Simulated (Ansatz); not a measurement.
A single point on `N[SiH](F)[SiH2][SiH3]`.

```yaml
crystal:
  periodic: [false, false, false]
  atoms:
    - {symbol: N, position_ang: [-1.731438, 0.501350, 1.265408]}
    - {symbol: Si, position_ang: [-1.518683, -0.537688, -0.064203]}
    - {symbol: F, position_ang: [-2.336045, -1.920474, 0.044809]}
    - {symbol: Si, position_ang: [0.759053, -1.036948, -0.243219]}
    - {symbol: Si, position_ang: [1.942299, 0.933483, -0.673777]}
    - {symbol: H, position_ang: [-2.560323, 1.063452, 1.370897]}
    - {symbol: H, position_ang: [-1.276715, 0.339135, 2.148546]}
    - {symbol: H, position_ang: [-2.078904, 0.158320, -1.249195]}
    - {symbol: H, position_ang: [0.995077, -2.031263, -1.326360]}
    - {symbol: H, position_ang: [1.237764, -1.624721, 1.041994]}
    - {symbol: H, position_ang: [1.813902, 1.855685, 0.486002]}
    - {symbol: H, position_ang: [3.385804, 0.658063, -0.906780]}
    - {symbol: H, position_ang: [1.388407, 1.607008, -1.879222]}
basis:
  gaussian: {orbitals: def2-QZVPP}
correlation: {method: mp2}
```

```sh
$ ansatz run in.yaml --threads 4 --pin off --events-out ev --progress --plain --max-ram 10444MiB
```

Shortened log:

```
Functional definition: HF
3318 factors; integrals over basis functions are off by at most 1.1e-3 eV
mean field evaluation 1: about -27902.8351 eV, gradient 4.3e1 eV
mean field evaluation 2: about -27902.9707 eV, gradient 4.3e1 eV
mean field evaluation 4: about -27907.3783 eV, gradient 3.9e0 eV
mean field evaluation 8: about -27907.4619 eV, gradient 3.1e-1 eV
mean field -27907.46225116 eV, -1025.5803213729 hartree, gradient 1.1e-6 eV, S^2 0.000000; 0 other end points of the search recorded, 0 dependent functions left out
17 core orbitals not correlated: weight in the atoms' cores, before any rotation towards them, 1.000 or more for the frozen orbitals, at most 0.000 for the correlated occupied ones
reference -27907.46225116 eV, -1025.5803213729 hartree; 16, 16 occupied and 531, 531 virtual orbitals, 3318 factors
second order -24.67552972 eV of doubles, -0.00000000 eV of singles
Total energy: -27932.13778088 eV, -1026.4871303644 hartree
```

Hardware: 4 threads of an Intel Xeon Platinum 8488C on a shared host. Wall time 23 s, peak host memory 4.1 GiB.
